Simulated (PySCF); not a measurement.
Simulation results for BFHNSi, CH$_{4}$Al$_{2}$B

Computed with PySCF 2.14.0. Calculation on a computer-drawn molecule: the log of a Hartree-Fock and frozen-core CCSD(T) single point meant for a local Hartree-Fock minimum, with one planted fault or none, to be diagnosed. Offsets are logged minus clean, where the clean run is the same molecule without the fault. The reference is restricted for singlets and unrestricted otherwise, and also for a bond in bohr or an excited solution. Adding or removing an electron swaps singlet and doublet. The excited solution moves the top pair (singlet) or top alpha electron (doublet) to the lowest empty orbital. Highest occupied and lowest empty are orbital energies over both spins, largest force is the largest gradient component, triples share is (T) over the correlation energy, the T1 limit is 0.02 restricted and 0.045 unrestricted, electrons count all cores, a negative frequency is imaginary (commonest isotopes), and the dipole is about the centre of nuclear charge.

Common to all runs: meant multiplicity 1; meant basis cc-pV(D+d)Z; logged SCF converged yes; possible faults no fault, one electron removed, one electron added, multiplicity raised by two, geometry at a saddle point, SCF held on an excited solution, minimal basis STO-3G, one bond length entered in bohr, all coordinates scaled.

(1) BFHNSi

Logged structure:
```xyz
5
BFHNSi
B     -1.5366    -2.2658     0.6359
N     -0.2251    -1.9629     0.4521
Si     1.4762    -1.3805    -0.0032
F      2.4549    -2.3068     1.1477
H     -2.7648    -2.5524     0.8114
```

| Quantity | Value |
| --- | --- |
| meant charge | 0 |
| logged electrons | 36 |
| logged basis functions | 70 |
| logged spin squared | 0 |
| logged highest occupied | -10.197 eV |
| logged lowest empty | 0.86585 eV |
| logged largest force | 0.091285 hartree/bohr |
| logged T1 diagnostic | 0.02191 |
| logged D1 diagnostic | 0.052629 |
| logged triples share | 0.035778 |
| logged CC converged | yes |
| logged dipole magnitude | 3.5288 debye |
| logged SCF stable within its kind | yes |
| logged energy HF | -468.12645 hartree |
| logged energy CCSD(T) | -468.68131 hartree |
| planted fault | all coordinates scaled, by +8.7 % |
| HF energy offset from clean run | 25.17 kcal/mol |
| CCSD(T) energy offset from clean run | 13.62 kcal/mol |

Drawn bonds:
```tsv
atom	other atom	order
1	2	2
2	3	1
3	4	1
1	5	1
```

Notes: T1 above single-reference limit.

(2) BFHNSi

Logged structure:
```xyz
5
BFHNSi
B     -1.4136    -2.0845     0.5850
N     -0.2071    -1.8058     0.4159
Si     1.3581    -1.2700    -0.0030
F      2.2584    -2.1221     1.0558
H     -2.5435    -2.3481     0.7465
```

| Quantity | Value |
| --- | --- |
| meant charge | 0 |
| logged electrons | 36 |
| logged basis functions | 70 |
| logged spin squared | 0 |
| logged highest occupied | -5.3448 eV |
| logged lowest empty | -3.3769 eV |
| logged largest force | 0.037839 hartree/bohr |
| logged CC converged | no |
| logged dipole magnitude | 2.9968 debye |
| logged SCF stable within its kind | no |
| logged energy HF | -467.82281 hartree |
| planted fault | SCF held on an excited solution |
| HF energy offset from clean run | 215.7 kcal/mol |

Drawn bonds:
```tsv
atom	other atom	order
1	2	2
2	3	1
3	4	1
1	5	1
```

Notes: CCSD not converged.

(3) CH$_{4}$Al$_{2}$B

Logged structure:
```xyz
8
CH4Al2B
B     -2.4690    -0.8470    -2.7091
C     -1.2077    -0.3854    -2.3449
Al    -0.6390    -0.0729    -0.6033
Al     0.2324     0.3938     1.8884
H     -3.5469    -1.2376    -2.9608
H     -0.4844    -0.1868    -3.1407
H      1.7018     0.9117     1.9464
H     -0.8330     0.0924     2.9866
```

| Quantity | Value |
| --- | --- |
| meant charge | 1 |
| logged electrons | 41 |
| logged basis functions | 94 |
| logged spin squared | 0.7721 |
| logged highest occupied | -5.3645 eV |
| logged lowest empty | 0.80834 eV |
| logged largest force | 0.045494 hartree/bohr |
| logged T1 diagnostic | 0.020646 |
| logged D1 diagnostic | 0.052366 |
| logged triples share | 0.038153 |
| logged CC converged | yes |
| logged dipole magnitude | 3.8684 debye |
| logged SCF stable within its kind | yes |
| logged energy HF | -548.61538 hartree |
| logged energy CCSD(T) | -548.99934 hartree |
| planted fault | one electron added |
| HF energy offset from clean run | -112.7 kcal/mol |
| CCSD(T) energy offset from clean run | -125.6 kcal/mol |

Drawn bonds:
```tsv
atom	other atom	order
1	2	2
2	3	1
3	4	1
1	5	1
2	6	1
4	7	1
4	8	1
```
